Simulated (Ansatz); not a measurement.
Mulliken charges of CCl2FI (`FC(Cl)(Cl)I`) from B3LYP/def2-TZVPP in Ansatz (PBE0-D4/def2-TZVP geometry).

```json
{"atom": "F1", "x (Å)": "0.027", "y (Å)": "0.302", "z (Å)": "1.383", "charge (e)": "-0.128"}
{"atom": "C2", "x (Å)": "-0.035", "y (Å)": "-0.049", "z (Å)": "0.097", "charge (e)": "0.179"}
{"atom": "Cl3", "x (Å)": "0.550", "y (Å)": "-1.699", "z (Å)": "-0.061", "charge (e)": "-0.037"}
{"atom": "Cl4", "x (Å)": "-1.705", "y (Å)": "0.064", "z (Å)": "-0.434", "charge (e)": "-0.037"}
{"atom": "I5", "x (Å)": "1.213", "y (Å)": "1.309", "z (Å)": "-1.026", "charge (e)": "0.024"}
```

By hand: the dipole of these point charges (1 e Å = 4.8032 D).

Σ q r = (0.062, 0.044, -0.166) e Å, of length 0.183 e Å = 0.88 D.

How does the dipole of the full density compare? (Estimate.)

Ansatz gave: (0.037, 0.024, -0.115) e Å, 0.59 D; the point charges give 1.49 times that, at 4° from its direction.

Point charges leave out the atoms' own dipoles, such as those of lone pairs, and Mulliken's split depends on the basis, so the two needn't agree.

B3LYP here is the variant with VWN-RPA as its local correlation; programs differ in this.
